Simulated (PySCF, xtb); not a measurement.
Cl5Si2, SMILES Cl[Si](Cl)[Si](Cl)(Cl)Cl, multiplicity 2. One conformer was computed; it need not be the lowest.

Harmonic wavenumbers (cm⁻¹) from GFN2-xTB (xtb) at its own minimum, in rising order: 15, 53, 56, 104, 105, 138, 152, 168, 196, 322, 427, 472, 473, 494, 544.

Question: What does r2SCAN-D4/def2-SVP (PySCF) give at its own minimum? (Estimate from the structure and the level; the computed values follow.)

Answer: 22, 52, 62, 119, 131, 171, 191, 197, 234, 353, 484, 577, 584, 604, 607. Paired by order, the mean absolute difference is 45 cm⁻¹ and the zero-point energies are 5.3 and 6.3 kcal/mol.
